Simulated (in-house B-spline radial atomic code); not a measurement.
How numerical settings move a run on Sb+, [Kr] 4d10 5s2 5p2. Computed with a B-spline radial code for spherical atoms: non-relativistic SCAN, spin-polarised, spherical fractional occupations, point nucleus.

Command:
```bash
python run_scf.py task.json out
```
Settings of the sound reference run:
```
Z                51
electrons        50
configuration    [Kr] 4d10 5s2 5p2
hamiltonian      nr
method           scan,scan
spin_polarised   True
knot_spacing     0.22
spline_order     8
gauss_points     12
box_radius       35.29
max_iterations   70
damping          0.5
damped_steps     3
diis_vectors     10
tolerance        1e-08
start            Thomas-Fermi
```

Time taken, with all properties: 0.48 s on 1 thread of Arm Neoverse N1, with other jobs on the host.

It converges in 9 iterations to -6316.089173 hartree, with 5p up at -12.9364 eV. The other runs change the listed settings, some to values that make no sense; their results aren't properties of the atom or ion. Radii are in bohr (the nuclear one in fm), a minus after a letter asks for a j subshell, and «unchanged» means within 1e-8 hartree. The run stops when the residual is below 10 × tolerance × max(1, Z/10), or a noise floor if that is larger, and the energy moves by less than 1e-8 × √|E| hartree; so very loose and very tight tolerances often act alike.

| changed settings | outcome |
| --- | --- |
| first_knot = 0.0588 | converged in 10 iterations, energy -1.90e-03 hartree from the reference, 5p up level -1.4e-04 eV |
| gauss_points = 8 | converged in 9 iterations, energy +1.18e-04 hartree from the reference, 5p up level -1.3e-06 eV |
| spline_order = 6, max_iterations = 75, diis_vectors = 1, start = bare nucleus | converged in 11 iterations, energy -6.16e-05 hartree from the reference, 5p up level +3.1e-04 eV |
| first_knot = 0.000196 | converged in 8 iterations, energy -2.96e-04 hartree from the reference, 5p up level +1.5e-05 eV |
| max_iterations = 12 | converged in 9 iterations, energy unchanged |
| knot_spacing = 0.1, max_iterations = 2, damping = 0.2, start = bare nucleus | not converged after 2 iterations, last residual 3.1e-03, last energy -4.73e-03 hartree from the reference |
| first_knot = 0.0196 | converged in 10 iterations, energy -5.30e-04 hartree from the reference, 5p up level -4.3e-05 eV |
| hamiltonian = dirac, spin_polarised = False, nucleus = fermi, rms_radius = 4.6802, mass_number = 121, atomic_mass = 120.9038, speed_of_light = 137.036 | stopped with error: meta-GGAs are not served with the Dirac Hamiltonian |
| first_knot = 0.00196 | converged in 10 iterations, energy -4.42e-04 hartree from the reference, 5p up level -9.5e-04 eV |
| gauss_points = 3 | converged in 8 iterations, energy -1.08e+06 hartree from the reference, 5p up level +2.5e+00 eV |
| gauss_points = 6 | converged in 10 iterations, energy -2.80e-04 hartree from the reference, 5p up level +2.8e-03 eV |
| max_iterations = 2 | not converged after 2 iterations, last residual 1.8e-03, last energy +1.77e-05 hartree from the reference |
| max_iterations = 5 | not converged after 5 iterations, last residual 6.9e-05, last energy +6.66e-08 hartree from the reference |
| first_knot = 1.96e-06 | converged in 6 iterations, energy -1.15e-04 hartree from the reference, 5p up level +2.2e-04 eV |
| knot_spacing = 0.3, gauss_points = 8, first_knot = 0.00588, max_iterations = 100, tolerance = 1e-10 | converged in 14 iterations, energy +2.11e-03 hartree from the reference, 5p up level +1.1e-03 eV |
| max_iterations = 3, diis_vectors = 1 | not converged after 3 iterations, last residual 9.0e-04, last energy +3.90e-06 hartree from the reference |

Q: What happens with first_knot = 1.96e-05?

A: Converged in 6 iterations, energy -6.62e-04 hartree from the reference, 5p up level -9.9e-04 eV.

Q: What happens with electrons = 51, configuration = [Kr] 4d10 5s2 5p2 6s-1, max_iterations = 75?

A: Stopped with error: j subshells need the Dirac Hamiltonian and l > 0.

Q: What happens with max_iterations = 8?

A: Not converged after 8 iterations, last residual 1.2e-06, last energy -3.99e-10 hartree from the reference.

Q: What happens with gauss_points = 5?

A: Converged in 10 iterations, energy +3.92e-04 hartree from the reference, 5p up level -7.4e-03 eV.
